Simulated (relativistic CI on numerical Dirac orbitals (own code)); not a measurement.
Computed by Dirac-Coulomb-Breit CI, KLI orbitals optimised for each configuration, QED by a radiative potential, unscaled Slater integrals (own radial code, finite nucleus).

Configurations in the expansion (outside the closed core [Ne]): 3s2 3p6 3d5, 3s2 3p5 3d6, 3s2 3p4 3d7, 3s 3p6 3d6, 3p6 3d7, 3s 3p5 3d7, 3s2 3p6 3d4 4s, 3s2 3p6 3d4 4p, 3s2 3p4 3d6 4s, 3s2 3p6 3d4 4d, 3s2 3p4 3d6 4p, 3s2 3p5 3d5 4s, 3s2 3p6 3d4 4f, 3s 3p5 3d6 4s, 3s2 3p5 3d5 4p, 3s 3p5 3d6 4p, 3p6 3d6 4s, 3s2 3p6 3d3 4s2, 3p6 3d6 4p, 3s2 3p6 3d3 4s 4p, 3s2 3p6 3d4 5s, 3p6 3d5 4s2. Levels of other configurations are missing.

At this charge energies of transitions that change n are usually good to better than 1 %, and those within a shell (Δn = 0) to a few per cent.

Outline of the computed level scheme of Lu XLIX. Lowest level of each configuration: 3s2 3p6 3d5 4P_5/2 at 0.000 eV; 3s2 3p5 3d6 4G°_11/2 at 345.252 eV.

Some strong electric-dipole decays among the lowest 45 levels: 3s2 3p5 3d6 2D°_5/2 → 3s2 3p6 3d5 4P_5/2 (1.5e+12 s⁻¹); 3s2 3p5 3d6 4D°_7/2 → 3s2 3p6 3d5 4P_5/2 (5.4e+11 s⁻¹); 3s2 3p5 3d6 4D°_7/2 → 3s2 3p6 3d5 4P_5/2 (1.0e+11 s⁻¹); 3s2 3p5 3d6 2P°_1/2 → 3s2 3p6 3d5 4D_3/2 (8.9e+09 s⁻¹); 3s2 3p5 3d6 4G°_11/2 → 3s2 3p6 3d5 2H_11/2 (7.1e+09 s⁻¹); 3s2 3p5 3d6 4G°_11/2 → 3s2 3p6 3d5 2G_9/2 (6.3e+09 s⁻¹); 3s2 3p5 3d6 4F°_9/2 → 3s2 3p6 3d5 4G_7/2 (6.3e+09 s⁻¹); 3s2 3p5 3d6 4D°_7/2 → 3s2 3p6 3d5 2G_9/2 (5.9e+09 s⁻¹).

LS names give the leading component of a level, which can be under half, so a name can repeat, a term be missing and a line seem to break the LS rules.
